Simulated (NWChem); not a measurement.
System: silanone (SiH₂O); SMILES O=[SiH2]

Input file for NWChem:

```
start job
memory heap 200 mb stack 900 mb global 1100 mb
geometry units angstroms noautosym nocenter noautoz
  Si     0.000000     0.000000    -0.438494
  O      0.000000     0.000000     1.113848
  H      0.000000    -1.248019    -1.282007
  H      0.000000     1.248019    -1.282007
end
basis spherical
  Si library 6-311g**
  O library 6-311g**
  H library 6-311g**
end
dft
  xc bhlyp
  iterations 150
end
tddft
  cis
  ecut -17.5
  nroots 6
  notriplet
end
task tddft energy
```

NWChem printed, in part:

```
             Northwest Computational Chemistry Package (NWChem) 7.3.0
             --------------------------------------------------------

                             Geometry "geometry" -> ""
                             -------------------------

 Output coordinates in angstroms (scale by  1.889725989 to convert to a.u.)

  No.       Tag          Charge          X              Y              Z
 ---- ---------------- ---------- -------------- -------------- --------------
    1 Si                  14.0000     0.00000000     0.00000000    -0.43849400
    2 O                    8.0000     0.00000000     0.00000000     1.11384800
    3 H                    1.0000     0.00000000    -1.24801900    -1.28200700
    4 H                    1.0000     0.00000000     1.24801900    -1.28200700

 Effective nuclear repulsion energy (a.u.)      51.3622471505

                                 NWChem DFT Module
                                 -----------------

 Summary of "ao basis" -> "ao basis" (spherical)
 ------------------------------------------------------------------------------
       Tag                 Description            Shells   Functions and Types
 ---------------- ------------------------------  ------  ---------------------
 Si                         6-311g**                12       26   6s5p1d
 O                          6-311g**                 8       18   4s3p1d
 H                          6-311g**                 4        6   3s1p

            General Information
            -------------------
          SCF calculation type: DFT
          Wavefunction type:  closed shell.
          No. of atoms     :     4
          No. of electrons :    24
           Alpha electrons :    12
            Beta electrons :    12
          Charge           :     0
          Spin multiplicity:     1
          Use of symmetry is: off; symmetry adaption is: off
          Maximum number of iterations: 150
          AO basis - number of functions:    56
                     number of shells:    28
          Convergence on energy requested:  1.00D-06
          Convergence on density requested:  1.00D-05
          Convergence on gradient requested:  5.00D-04

              XC Information
              --------------
                        BHLYP Method XC Functional
                     Hartree-Fock (Exact) Exchange  0.500
                        Slater Exchange Functional  0.500 local
                    Becke 1988 Exchange Functional  0.500 non-local
              Lee-Yang-Parr Correlation Functional  1.000

[...]

                                NWChem TDDFT Module
                                -------------------

            General Information
            -------------------
           No. of orbitals :     112
            Alpha orbitals :      56
             Beta orbitals :      56
        Alpha frozen cores :       0
         Beta frozen cores :       0
     Alpha frozen virtuals :       0
      Beta frozen virtuals :       0
         Spin multiplicity :       1
    Number of AO functions :      56
        Use of symmetry is : off
      Symmetry adaption is : off
         Schwarz screening :  0.10D-07

              XC Information
              --------------
                 BHLYP Method XC Functional
              Hartree-Fock (Exact) Exchange   0.50
                 Slater Exchange Functional   0.50 local
             Becke 1988 Exchange Functional   0.50 non-local
       Lee-Yang-Parr Correlation Functional   1.00

             TDDFT Information
             -----------------
          Calculation type : Tamm-Dancoff TDDFT
         Wavefunction type : Restricted singlets
          No. of electrons :      24
           Alpha electrons :      12
            Beta electrons :      12
              No. of roots :       6
          Max subspacesize :    5200
            Max iterations :     100
               Target root :       1
           Target symmetry : none
             Energy Cutoff :-0.18D+02
      Symmetry restriction : off
                 Algorithm : Optimal
        Davidson threshold :  0.10D-03

    6 smallest eigenvalue differences (eV)
--------------------------------------------------------
  No. Spin  Occ  Vir  Irrep   E(Occ)    E(Vir)   E(Diff)
--------------------------------------------------------
    1    1    2   13 a       -19.640    -0.044   533.232
    2    1    2   14 a       -19.640     0.030   535.240
    3    1    2   15 a       -19.640     0.074   536.434
    4    1    2   16 a       -19.640     0.142   538.293
    5    1    2   17 a       -19.640     0.172   539.106
    6    1    2   18 a       -19.640     0.180   539.338
--------------------------------------------------------

  Entering Davidson iterations
  Restricted singlet excited states

  Iter   NTrls   NConv    DeltaV     DeltaE      Time
  ----  ------  ------  ---------  ---------  ---------
    1      6       0     0.13E+00   0.10+100        1.4
    2     12       0     0.21E-01   0.21E-01        1.4
    3     18       0     0.25E-02   0.27E-03        1.4
    4     24       3     0.49E-03   0.24E-05        1.4
    5     27       6     0.52E-04   0.17E-07        1.2
  ----  ------  ------  ---------  ---------  ---------
  Convergence criterion met

  Ground state a        -365.879073041773 a.u.

  ----------------------------------------------------------------------------
  Root   1 singlet a             19.381520980 a.u.              527.3982 eV
  ----------------------------------------------------------------------------
     Transition Moments    X -0.05321   Y -0.00000   Z -0.00000
     Dipole Oscillator Strength                    0.0365831943
     Electric Quadrupole                           0.0005008503
     Magnetic Dipole                               0.0007945223
     Total Oscillator Strength                     0.0378785669

[...]
```

Level: BHandHLYP/6-311G** (spherical d), restricted-window TDA. All runs use the structure optimised with PBE-D3(BJ)/def2-SVP. The quadrupole and magnetic terms of the printed total strengths depend on the origin.
